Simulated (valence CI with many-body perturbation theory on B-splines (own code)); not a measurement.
The numbers below are computed, except where a source is named.
## Hyperfine factors and g values of La¹⁷⁺

Level of theory: configuration interaction combined with many-body perturbation theory (CI+MBPT): four valence electrons over a frozen Dirac-Fock core [Kr], radial functions for each j: 7 s, 7 p, 8 d, 6 f, 4 g, 1 h, with the one-electron correlation potential Σ1 (screened to all orders), the two-electron term Σ2, the three-electron term Σ3, Breit, model QED; selected single and double excitations, second order for the rest, scaled by the run's own slope (own B-spline code, finite nucleus).

No measured levels were compared; by estimate terms of the open shell hold to 2 to 4 % of their energy, and close levels can change places. The list stops below the first excitations out of the core.

A/g_I is the dipole constant over the nuclear g factor μ/I (μ in nuclear magnetons, uniformly magnetised nucleus), B/Q the quadrupole constant per barn. Both hold the static response of the core; the bare values leave it out. Large factors of s and p1/2 electrons are usually good to 5 to 10 %; those of open d and f shells near neutrality can be off by tens of per cent, and small factors of p3/2, d and f electrons come from cancelling terms and can be off by a factor of two or in sign, in half-filled shells by more. B is blank for J = 1/2, where it vanishes, and for nearly pure S terms. Energies count from the lowest level. Levels with J = 0 are left out.

Names give the largest LS component (configuration and term), which can be under half, so a name can repeat, a term be missing and a line seem to break the LS rules; names also repeat where a configuration has a term twice. Letters in brackets count levels of one name in rising energy.

```tsv
Level	E (eV)	g	A/g_I (MHz)	A/g_I bare	B/Q (MHz/b)	B/Q bare
4d4 5D_1	1.751	1.498	-493	33.2	1810	1710
4d4 5D_2	3.101	1.459	935	1410	1600	1510
4d4 5D_3	4.048	1.425	1960	2390	-637	-617
4d4 5D_4	4.479	1.312	3090	3380	-3230	-3090
4d4 3H_4	6.673	1.035	3810	3760	523	481
4d4 3G_3	7.745	0.913	4320	4120	984	931
4d4 3F_2 [a]	8.060	0.871	3880	3630	2510	2380
4d4 3H_5	8.256	1.075	3830	3830	3790	3580
4d4 3P_1 [a]	8.573	1.326	2980	3280	-214	-215
4d4 3H_6	8.940	1.112	3910	3950	3980	3760
4d4 3G_4	9.742	1.026	4350	4290	-2200	-2070
4d4 3D_2	10.049	1.200	3130	3280	705	660
4d4 3D_3	10.352	1.182	3740	3870	1560	1470
4d4 3F_4 [a]	10.624	1.161	2940	3040	688	652
4d4 3F_3 [a]	11.594	1.087	2830	2840	334	325
4d4 3P_2 [a]	12.274	1.130	4630	4690	878	823
4d4 3G_5	12.317	1.156	3210	3310	-2490	-2360
4d4 3D_1	12.736	0.694	5400	4930	1450	1370
4d4 1I_6	12.838	1.052	3880	3850	5420	5140
4d4 3F_4 [b]	14.085	1.103	3200	3240	3440	3260
4d4 3P_2 [b]	14.422	1.239	3010	3210	-62.0	-61.6
4d4 1F_3	15.133	1.068	3680	3670	3700	3520
4d4 3P_2 [c]	15.907	1.129	3630	3690	2370	2250
4d4 3F_4 [c]	17.437	1.141	2850	2930	-823	-773
4d4 3F_3 [b]	17.877	1.067	4050	4040	5390	5090
4d4 3F_2 [b]	17.971	0.963	4440	4300	2470	2340
4d4 3P_1 [b]	18.059	1.478	256	756	-1980	-1870
4d4 1G_4	18.968	1.063	4050	4040	2860	2720
4d4 1D_2	22.677	0.999	3790	3690	-5330	-5040
```

Question: Take the isotope of mass number 139, with I = 7/2, μ = 2.7791 μN and Q = 0.206 b. What is the hyperfine structure of 4d4 5D_4?

Answer: From the table A = 2460 MHz, B = -665 MHz. Shifts from the centre of gravity in MHz: F = 1/2: -43400, F = 3/2: -39600, F = 5/2: -33300, F = 7/2: -24600, F = 9/2: -13400, F = 11/2: 178, F = 13/2: 16100, F = 15/2: 34300.
